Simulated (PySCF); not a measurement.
The vertical singlet excitations below were computed for one of the candidates. Method used: TDDFT CAM-B3LYP/def2-SVPD, vertical, gas phase, core orbitals frozen in the response in PySCF 2.14.0, density-fitted response routines. Geometries: PBE0-D3(BJ)/def2-SVP, one conformer each. Relativistic effects are left out although some hold elements past zinc.

```json
{"state": "S1", "ν̃ (cm⁻¹)": "32560", "f": "0.0001", "main configurations (H = HOMO, L = LUMO)": "H→L (99%)"}
{"state": "S2", "ν̃ (cm⁻¹)": "46340", "f": "0.225", "main configurations (H = HOMO, L = LUMO)": "H-1→L (93%)"}
{"state": "S3", "ν̃ (cm⁻¹)": "51120", "f": "0.058", "main configurations (H = HOMO, L = LUMO)": "H→L+1 (65%), H→L+3 (22%)"}
{"state": "S4", "ν̃ (cm⁻¹)": "54590", "f": "0.021", "main configurations (H = HOMO, L = LUMO)": "H→L+4 (44%), H→L+2 (43%)"}
{"state": "S5", "ν̃ (cm⁻¹)": "54980", "f": "0.061", "main configurations (H = HOMO, L = LUMO)": "H-1→L+1 (78%), H-1→L+3 (17%)"}
{"state": "S6", "ν̃ (cm⁻¹)": "58580", "f": "0.010", "main configurations (H = HOMO, L = LUMO)": "H→L+2 (35%), H→L+4 (25%), H→L+3 (19%)"}
```

Question: Which candidate is it?
A. `c1[c]([GeH3])scc1`
B. `O=CCCBr`
C. `COC(=S)OC`
D. `O=S1(=O)C=CCC1`

Answer: C. Its S1, at 4.04 eV, is the lowest among the candidates; the nearest of the others has S1 at 4.38 eV. S1 is HOMO→LUMO (99%). S1 has the pattern of n→π* at C=S. At the same level the other candidates give, for their lowest levels:
- `[GeH3][c]1cccs1`: 5.59 eV (f 0.170); 5.77 eV (f 0.091); 6.35 eV (f 0.001); 6.44 eV (f 0.001); 6.58 eV (f 0.006); HOMO -8.17, LUMO 0.31 eV
- `O=S1(=O)C=CCC1`: 6.30 eV (f 0.003); 6.69 eV (f 0.163); 7.39 eV (f 0.025); 7.61 eV (f 0.001); 7.64 eV (f 0.006); T1 4.26 eV; HOMO -9.54, LUMO 0.07 eV
- `O=CCCBr`: 4.38 eV (f 0.000); 6.23 eV (f 0.000); 6.24 eV (f 0.001); 7.20 eV (f 0.005); 7.28 eV (f 0.002); T1 3.77 eV; HOMO -9.19, LUMO 0.09 eV

Shape of the structure used: `[CH3:1][O:2][C:3](=[S:4])[O:5][CH3:6]`: C1–O2–C3–S4 0°, O2–C3–O5–C6 0°.
Triplets come from the Tamm–Dancoff approximation.
